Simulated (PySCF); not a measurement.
Spectra and structures to be paired. Computed with TDDFT CAM-B3LYP/def2-SVPD, vertical, gas phase, core orbitals frozen in the response in PySCF 2.14.0, density-fitted response routines. Geometries: GFN2-xTB; one conformer of each isolated species. Triplets are in the Tamm–Dancoff approximation.

A. `C(=C\C#N)(/[SiH2]N)F`
B. `FC1=NC=CN1[SiH3]`
C. `O(c1ccsc1)C`
D. `C[C@@H](F)[C@@H](F)C(=O)F`
E. `[SiH3][SiH2]c1ccccn1`

Lowest singlet levels (six at most, fewer where fewer were computed) with oscillator strengths:

1. 226 nm (f 0.096); 218 nm (f 0.003); 203 nm (f 0.096); 198 nm (f 0.000); 195 nm (f 0.005); 188 nm (f 0.003); T1 3.85 eV
2. 264 nm (f 0.006); 243 nm (f 0.000); 226 nm (f 0.091); 200 nm (f 0.167); 181 nm (f 0.040); 180 nm (f 0.011); T1 4.04 eV
3. 208 nm (f 0.231); 206 nm (f 0.231); 192 nm (f 0.004); 183 nm (f 0.011); 178 nm (f 0.012); 176 nm (f 0.006); T1 3.55 eV
4. 206 nm (f 0.005); 189 nm (f 0.078); 181 nm (f 0.013); 178 nm (f 0.043); 176 nm (f 0.009); 172 nm (f 0.002); T1 4.47 eV
5. 215 nm (f 0.004); 157 nm (f 0.045); 151 nm (f 0.003); 143 nm (f 0.002); 139 nm (f 0.039); 132 nm (f 0.076); T1 5.15 eV

**Question.** Match each spectrum to its molecule.

**Answer.** 1 = C, 2 = E, 3 = A, 4 = B, 5 = D.
- A: S1 at 5.96 eV, HOMO→LUMO (53%), HOMO-1→LUMO (36%); Löwdin shares by element: HOMO carbon 61%, nitrogen 19% or more (atoms not listed hold the other 20%); LUMO carbon 61%, nitrogen 14% or more (atoms not listed hold the other 25%); HOMO -9.42 and LUMO -0.75 eV.
- B: S1 at 6.02 eV, HOMO→LUMO (92%); Löwdin shares by element: HOMO carbon 69%, nitrogen 9% or more (atoms not listed hold the other 22%); LUMO silicon 42%, hydrogen 34% or more (atoms not listed hold the other 25%); HOMO -8.11 and LUMO 0.67 eV; point group Cs.
- C: S1 at 5.48 eV, HOMO→LUMO (94%); Löwdin shares by element: HOMO carbon 38% or more, sulfur 23%, oxygen 20% (atoms not listed hold the other 20%); LUMO carbon 58% or more, sulfur 21% (atoms not listed hold the other 21%); HOMO -7.62 and LUMO 0.82 eV; point group Cs, 1 of its 6 listed states under f = 0.0005.
- D: S1 at 5.76 eV, HOMO→LUMO (86%); Löwdin shares by element: HOMO oxygen 48%, carbon 19% or more, fluorine 8% or more (atoms not listed hold the other 24%); LUMO carbon 44% or more, oxygen 30%, fluorine 9% or more (atoms not listed hold the other 17%); HOMO -10.87 and LUMO -0.21 eV.
- E: S1 at 4.70 eV, HOMO→LUMO (91%); Löwdin shares by element: HOMO nitrogen 49%, carbon 23% or more, silicon 7% or more (atoms not listed hold the other 21%); LUMO carbon 49% or more, nitrogen 19% (atoms not listed hold the other 32%); HOMO -8.65 and LUMO -0.05 eV.
A and B have S1 within 0.07 eV of each other; their strongest listed levels stand at 5.96 eV (f 0.231) and 6.54 eV (f 0.078).
